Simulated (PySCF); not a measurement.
Cl₂H₅NSi₂.

```xyz
10

Si     0.5963     0.1308     0.6566
Cl     1.2778    -0.9716    -0.9635
Cl     0.8498     2.1504     0.2302
N     -1.0573    -0.3118     0.8562
Si    -2.1195    -1.1115    -0.3143
H      1.4289    -0.1538     1.8612
H     -1.5194     0.0303     1.7052
H     -3.4979    -1.0369     0.2802
H     -1.7456    -2.5517    -0.5191
H     -2.1091    -0.4161    -1.6458
```
Charge 0, spin multiplicity 1.

Geometry: PBE-D3(BJ)/def2-SVP. Other conformers were not sampled.

Computed with KT2/pcSseg-1 run with PySCF. Non-relativistic, no solvent.

### Question
Give the absolute GIAO shielding of each atom: isotropic value and principal components (ppm). (The exact figures need the calculation; the answer reports its results.)

### Answer

```tsv
atom	σ(iso)	σ11	σ22	σ33	span
Si1	358.6	321.3	365.3	389.2	67.8
Cl2	845.6	734.5	820.9	981.5	247.0
Cl3	769.3	632.8	720.4	954.5	321.7
N4	222.2	190.3	212.8	263.7	73.4
Si5	414.2	367.7	403.3	471.6	103.9
H6	25.0	21.2	22.4	31.3	10.0
H7	30.2	22.1	27.4	41.1	19.0
H8	26.4	23.2	24.5	31.5	8.4
H9	26.2	22.6	24.6	31.4	8.8
H10	26.1	22.5	24.8	30.9	8.5
```
